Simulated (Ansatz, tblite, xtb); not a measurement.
Breaking a bond: Re(O)3(OH), HO4Re, SMILES [OH][Re](=[O])(=[O])=[O], singlet. The O5–H6 bond (O5 also carries Re; H6 carries nothing else) is varied alone, starting from the PBE0/def2-TZVP, def2 effective core potentials past Kr optimised geometry.

- GFN1-xTB (xtb)
- GFN2-xTB, 300 K electronic temperature (tblite)
- UKS-PBE0 = Ansatz (an electronic-structure program) with unrestricted PBE0/def2-TZVP, def2 effective core potentials past Kr

Energies relative to the lowest point of each curve near equilibrium, in kcal/mol; the last columns give the difference from UKS-PBE0:

```tsv
R / Å	GFN1-xTB	GFN2-xTB	UKS-PBE0	GFN1-xTB − UKS-PBE0	GFN2-xTB − UKS-PBE0
0.77	30.2	32.0	33.6	-3.4	-1.6
0.84	9.0	9.9	10.7	-1.7	-0.8
0.89	2.2	2.7	2.9	-0.7	-0.2
0.93	0.2	0.3	0.3	-0.2	0.0
0.95	0.0	0.0	0.0	0.0	0.0
0.97	0.3	0.1	0.2	0.1	-0.1
1.01	2.0	1.4	1.9	0.1	-0.5
1.07	6.6	5.3	6.9	-0.3	-1.5
1.14	14.0	11.8	15.2	-1.2	-3.4
1.25	28.1	24.0	31.0	-2.9	-7.0
1.39	47.4	40.8	52.4	-5.0	-11.6
1.55	68.7	59.6	75.5	-6.8	-15.8
1.77	94.0	82.3	102.3	-8.4	-20.0
1.99	113.8	100.1	117.3	-3.6	-17.2
2.33	134.7	117.9	119.1	15.6	-1.3
2.79	—	127.1	117.9	—	9.1
```

GFN1-xTB is furthest from UKS-PBE0 at 2.33 (15.6 kcal/mol, above); its mean absolute difference over the points is 3.3 kcal/mol.

GFN2-xTB is furthest from UKS-PBE0 at 1.77 (-20.0 kcal/mol, below); its mean absolute difference over the points is 5.6 kcal/mol.

A dash means that the run gave no value there, or that the column was ended at a point which the program doubted or which failed a test of continuity chosen for this set; such a test can also cut sound points.

The unrestricted determinant behind UKS-PBE0 is spin-contaminated at 1.77 to 2.79 Å (<S²> up to 1.0, against 0.00 for a pure singlet).
